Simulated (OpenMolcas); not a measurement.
# Sn2+: effect of the IPEA shift

```json
{"Program": "OpenMolcas", "Basis": "ANO-RCC-VQZP [8s7p5d3f2g]", "Scalar Hamiltonian": "DKH2, point nucleus", "Active space": "2 electrons in 8 orbitals (5s 5p 6s 6p)", "State averaging": "2S+1 = 3 even, 3 roots; 2S+1 = 1 even, 7 roots; 2S+1 = 3 odd, 3 roots; 2S+1 = 1 odd, 3 roots", "Spin-orbit coupling": "state interaction with AMFI integrals over the reference wave functions, term energies averaged over their components"}
```

Methods on the same reference wave functions:
A. CASSCF
B. MS-CASPT2, IPEA 0.25 Eh, imaginary shift 0.1 Eh (closed shells correlated: 4d)
C. MS-CASPT2, IPEA 0.5 Eh, imaginary shift 0.1 Eh (closed shells correlated: 4d)

Energies in cm⁻¹ above 5s² ¹S₀, the measured ground level; measured values from Moore, Atomic Energy Levels, vol. III, NSRDS-NBS 35 (1971 reprint of NBS Circular 467, 1958).

```tsv
Level	A	B	C	Measured
5s² ¹S₀	0.0	0.0	0.0	0.0
5s 5p ³P°₀	49643	53420	53530	53548
5s 5p ³P°₁	51069	54790	54910	55196
5s 5p ³P°₂	54239	58010	58130	59229
5s 5p ¹P°₁	85769	78090	78610	79911
5p² ³P₀	124923	128170	128390	127308
5p² ³P₁	126386	129630	129850	130120
```

Deviations, from unrounded energies. A percentage is the sum of absolute deviations over the sum of measured energies, with the sign that they share, or ± where signs differ.

| Against measurement | Levels | A | B | C |
| --- | --- | --- | --- | --- |
| mean absolute deviation (cm-1) | 6 | 4200 | 820 | 680 |
| other configurations (%) | 6 | ±4.9 | ±1.0 | ±0.8 |

C lies closest to measurement on these levels and A furthest from it. The largest miss of C in the table is 5s 5p ¹P°₁, by -1300 cm-1. The ranking rests on the paired levels alone, and a cruder setting can come out closer through cancelling errors.

Between B and C the level of the table that moves most is 5s 5p ¹P°₁, by 520 cm-1 (lowest in B, highest in C). Moves below CASPT2's spread within the term are not significant.

The lowest spin-free term lies below A's lowest term by 0.432 hartree in B, 0.430 hartree in C.

Over all roots computed the reference weight is 0.86 to 0.94 in B, 0.87 to 0.94 in C; the roots of lowest weight are the least certain, and an intruder state may touch them. The run also gave levels led by 5s 6s, which use shells meant for correlation; these and all levels above them are left out. The ¹D term of p² mixes with s d, which this space lacks. Measured partners are found by configuration, term and J. A level has none where our copy of the source lacks it or the pairing is in doubt (some pairs that miss far off the trend of their configuration count as doubtful), and it then counts in no deviation. Only configurations of the active space appear. Levels that lie high or do not pair safely by name in every column are left out.

° marks odd parity.
